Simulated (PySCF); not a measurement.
A run for PySCF: R-M06-2X/def2-TZVPPD on CH2F2 (SMILES FCF).

```python
from pyscf import gto, dft

mol = gto.M(
    atom='''
    F     0.30187978    1.14060328    3.15658084
    C    -0.51113378    0.05673216    3.29864011
    F     0.24904956   -1.06967796    3.20194209
    H    -1.23919254    0.05746983    2.48687225
    H    -0.96387939    0.08789986    4.29100610
    ''',
    basis='def2-tzvppd',
    charge=0, spin=0, verbose=4, max_memory=1800)
mf = dft.RKS(mol, xc='m062x').density_fit(auxbasis='def2-universal-jkfit')
mf.grids.level = 4
mf.conv_tol = 1e-9
mf.max_cycle = 150
mf.kernel()
mf.dip_moment()
```

Output:

```
PySCF version 2.14.0

[INPUT] verbose = 4
[INPUT] num. atoms = 5
[INPUT] num. electrons = 26
[INPUT] charge = 0
[INPUT] spin (= nelec alpha-beta = 2S) = 0
[INPUT] symmetry False subgroup None
[INPUT] Mole.unit = angstrom
[INPUT] Symbol           X                Y                Z      unit          X                Y                Z       unit  Magmom
[INPUT]  1 F      0.301879780000   1.140603280000   3.156580840000 AA    0.570470106744   2.155427815981   5.965073277650 Bohr   0.0
[INPUT]  2 C     -0.511133780000   0.056732160000   3.298640110000 AA   -0.965902857214   0.107208244855   6.233526391405 Bohr   0.0
[INPUT]  3 F      0.249049560000  -1.069677960000   3.201942090000 AA    0.470635459843  -2.021398385883   6.050793616817 Bohr   0.0
[INPUT]  4 H     -1.239192540000   0.057469830000   2.486872250000 AA   -2.341734516204   0.108602239125   4.699507459281 Bohr   0.0
[INPUT]  5 H     -0.963879390000   0.087899860000   4.291006100000 AA   -1.821468064213   0.166106661788   8.108826327838 Bohr   0.0

nuclear repulsion = 76.9737895391117
number of shells = 55
number of NR pGTOs = 200
number of NR cGTOs = 151
basis = def2-tzvppd
ecp = {}


******** <class 'pyscf.df.df_jk.DFRKS'> ********
method = DFRKS
initial guess = minao
damping factor = 0
level_shift factor = 0
DIIS = <class 'pyscf.scf.diis.CDIIS'>
diis_start_cycle = 1
diis_space = 8
diis_damp = 0
SCF conv_tol = 1e-09
SCF conv_tol_grad = None
SCF max_cycles = 150
direct_scf = False
XC library pyscf.dft.libxc version 7.1.2
    S. Lehtola, C. Steigemann, M. J. T. Oliveira, and M. A. L. Marques,  SoftwareX 7, 1–5 (2018)
XC functionals = m062x
    Y. Zhao and D. G. Truhlar,  Theor. Chem. Acc. 120, 215 (2008)
    Y. Zhao and D. G. Truhlar,  Theor. Chem. Acc. 120, 215 (2008)
radial grids:
    Treutler-Ahlrichs [JCP 102, 346 (1995); DOI:10.1063/1.469408] (M4) radial grids

becke partition: Becke, JCP 88, 2547 (1988); DOI:10.1063/1.454033
pruning grids: <function nwchem_prune>
grids dens level: 4
symmetrized grids: False
atomic radii adjust function: <function treutler_atomic_radii_adjust>
small_rho_cutoff = 0
Set gradient conv threshold to 3.16228e-05
Initial guess from minao.
tot grids = 117696
******** <class 'pyscf.df.df.DF'> ********
auxbasis = def2-universal-jkfit
init E= -239.213037389851
  HOMO = -0.370983901077153  LUMO = 0.0146620078404694  gap/eV = 10.49396
cycle= 1 E= -238.933335295807  delta_E= 0.28  |g|= 0.645  |ddm|= 1.51
  HOMO = -0.418273301833416  LUMO = 0.00494830258640988  gap/eV = 11.51645
cycle= 2 E= -238.917111575465  delta_E= 0.0162  |g|= 0.781  |ddm|= 0.715
  HOMO = -0.440359753967307  LUMO = 0.0151058048240387  gap/eV = 12.39385
cycle= 3 E= -239.005781510279  delta_E= -0.0887  |g|= 0.0362  |ddm|= 0.313
  HOMO = -0.432322621638917  LUMO = 0.0166045893028688  gap/eV = 12.21593
cycle= 4 E= -239.005981595026  delta_E= -0.0002  |g|= 0.0141  |ddm|= 0.0277
  HOMO = -0.434857055070932  LUMO = 0.0164684610189063  gap/eV = 12.28119
cycle= 5 E= -239.006020739674  delta_E= -3.91e-05  |g|= 0.00268  |ddm|= 0.0108
  HOMO = -0.434475022605756  LUMO = 0.0165040107671501  gap/eV = 12.27176
cycle= 6 E= -239.006022634384  delta_E= -1.89e-06  |g|= 0.000356  |ddm|= 0.00333
  HOMO = -0.434511902471158  LUMO = 0.016501368242352  gap/eV = 12.27270
cycle= 7 E= -239.006022698616  delta_E= -6.42e-08  |g|= 5.59e-05  |ddm|= 0.000774
  HOMO = -0.434508289369528  LUMO = 0.0165038804331346  gap/eV = 12.27267
cycle= 8 E= -239.006022700142  delta_E= -1.53e-09  |g|= 9.1e-06  |ddm|= 0.000121
  HOMO = -0.434508127350284  LUMO = 0.0165037933746994  gap/eV = 12.27266
cycle= 9 E= -239.006022700161  delta_E= -1.98e-11  |g|= 6.36e-06  |ddm|= 1.01e-05
  HOMO = -0.434508010279878  LUMO = 0.0165038566567226  gap/eV = 12.27266
Extra cycle  E= -239.00602270016  delta_E= 1.08e-12  |g|= 7.7e-06  |ddm|= 5.69e-06
converged SCF energy = -239.00602270016
Dipole moment(X, Y, Z, Debye): -1.99591,  0.05406,  0.30264
```

The run converged.

Cost: roughly 19 core-seconds.
